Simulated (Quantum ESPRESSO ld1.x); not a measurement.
Species: Ir18+. Configuration: [Xe] 4f3 6s2 (not the ground configuration).

Method: Dirac Kohn-Sham, PW91, spin-unpolarised, spherical densities, point nucleus; open shells are shared between the two j in proportion to 2j + 1; computed with ld1.x of Quantum ESPRESSO 7.5.

Energy parts (hartree):
| part | energy |
|---|---|
| total | -17693.81 |
| kinetic | 20211.50 |
| electron-nucleus | -43201.17 |
| Hartree | 5620.57 |
| exchange-correlation | -324.72 |

Orbitals (lengths in bohr, moments of r in powers of bohr):
orbital     occ.  eigenvalue (hartree)      <r^2>      <r>       <r^4>  small-component weight
1s1/2          2              -2815.39  0.0004194  0.01743   4.808e-07                8.51e-02
2s1/2          2              -510.507   0.006365  0.07299  0.00007096                1.94e-02
2p1/2          2              -489.776   0.004523  0.06021  0.00004245                1.95e-02
2p3/2          4              -430.034   0.005718  0.06853  0.00006415                1.74e-02
3s1/2          2              -136.913    0.04127   0.1897    0.002570                6.46e-03
3p1/2          2              -127.686    0.03774   0.1799    0.002253                6.39e-03
3p3/2          4              -114.565    0.04412   0.1950    0.003040                5.81e-03
3d3/2          4              -99.2072    0.03401   0.1703    0.002034                5.68e-03
3d5/2          6              -96.3822    0.03574   0.1749    0.002226                5.52e-03
4s1/2          2              -45.0967     0.1875   0.4078     0.04992                2.37e-03
4p1/2          2              -41.1699     0.1892   0.4082     0.05191                2.29e-03
4p3/2          4              -37.6839     0.2157   0.4362     0.06711                2.08e-03
4d3/2          4              -31.2567     0.2174   0.4350     0.07166                1.92e-03
4d5/2          6              -30.5632     0.2256   0.4434     0.07700                1.87e-03
4f5/2    1.28571              -22.5266     0.2132   0.4293     0.07715                1.60e-03
4f7/2    1.71429              -22.3547     0.2167   0.4330     0.07951                1.58e-03
5s1/2          2              -19.0769     0.7074   0.7969      0.6811                8.95e-04
5p1/2          2              -17.4765     0.7528   0.8208      0.7784                8.45e-04
5p3/2          4              -16.4479     0.8382   0.8664      0.9614                7.82e-04
5d3/2          0              -13.8901     0.9507   0.9197       1.261                6.91e-04
5d5/2          0              -13.6938     0.9777   0.9329       1.332                6.77e-04
6s1/2          2              -10.3615      2.102    1.377       5.844                4.23e-04
6p1/2          0              -9.64076      2.271    1.429       6.849                4.01e-04
6p3/2          0              -9.22991      2.471    1.491       8.091                3.79e-04

The highest occupied level is 6s1/2 at -281.95 eV. The configuration is held as typed, so some empty levels lie below it. The density falls to 0.001 e/bohr^3 at r = 2.44 bohr. Summed over all electrons, <r^2> = 15.69 bohr^2, which gives a Langevin (diamagnetic) susceptibility term of -12.4 x 10^-6 cm^3/mol.
